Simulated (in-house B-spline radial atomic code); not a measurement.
Values are calculated unless marked as measured or tabulated.
**Zr in an electron gas of r_s = 2.67: phase shifts, screening, friction and resistivity**

A nucleus sits in a uniform electron gas with a rigid positive background. The Kohn-Sham equations are solved self-consistently in the spin-unpolarised LDA (PW92), non-relativistic, on B-splines with outgoing waves at the boundary and partial waves to l = 8. The model has no lattice, no bands and no magnetic solution. Atomic units; δ_l are the phase shifts at the Fermi level, counted so that each bound state adds π, and good to about 0.0005. A narrow, partly filled d or f resonance in a thin gas would split by spin, so such rows rest on a solution that is probably unstable.

The density parameter is r_s = 2.67 bohr, near that of the valence electrons of Cu (1 per atom, density 8.96 g/cm³, mass 63.55 u, which gives r_s = 2.67).

```csv
l,δ_l (rad)
0,12.0317
1,9.2572
2,4.6264
3,-0.0118
4,-0.0025
5,-0.0006
6,-0.0004
7,-0.0004
8,-0.0004
```

Bound levels below the band bottom (hartree): s -13.72, p -11, d -6.033, s -1.434, p -0.7125 and deeper ones.

Task: Check the Friedel sum rule, and say where the screening charge sits.

Result: k_F = (9π/4)^(1/3)/r_s = 0.71879. The rule is Z = (2/π) Σ (2l + 1) δ_l. The terms are s 7.660, p 17.680, d 14.726, f -0.053 and -0.030 beyond, in all 39.983 against Z = 40. Bound states hold 8 s, 18 p, 10 d electrons, so the scattering states carry 3.98 in all; where a term is smaller than its bound count, the bound level has drawn weight out of the band.

Task: Find the transport cross section and the electronic stopping of a 5 keV Zr ion (mass 91.22 u).

Result: σ_tr = (4π/k_F²) Σ (l + 1) sin²(δ_l − δ_(l+1)). The terms for l = 0 to 3 are 0.1288, 1.9867, 2.9835, 0.0003, all together 5.0994, so σ_tr = 24.323 × 5.0994 = 124.031 bohr². With n = 3/(4π r_s³) = 0.01254, the friction coefficient is Q = n k_F σ_tr = 1.1182. For v well below v_F = 0.719, dE/dx = Q v; with 24801 eV per u at v = 1, v = √(5000/(24801 × 91.22)) = 0.0470, so dE/dx = 0.05257 hartree/bohr = 27 eV/nm. The largest term couples the d and f waves.

Task: What residual resistivity would 1 atomic per cent of such centres give in Cu?

Result: Δρ = k_F n_i σ_tr/n in atomic units of 21.74 μΩ·cm. With one host atom per 1 electron, n_i/n = 0.01/1, so Δρ = 0.7188 × 0.01000 × 124.031 × 21.74 = 19.38 μΩ·cm. This is an atom added to the gas, as on an interstitial site.

Task: On a substitutional site the background of one host ion, a sphere holding 1 charge, is taken out. The phase shifts for l = 0 to 4 become 11.9812, 9.2408, 4.3361, -0.0133, -0.0033. What follows?

Result: The Friedel sum is now 38.99, for Z − 1 = 39. The sum in σ_tr is 4.7017, so σ_tr = 114.36 bohr² and Δρ = 17.87 μΩ·cm per atomic per cent, 0.92 times the value above. A real host ion scatters too, so this model doesn't give zero even for the host's own atom.
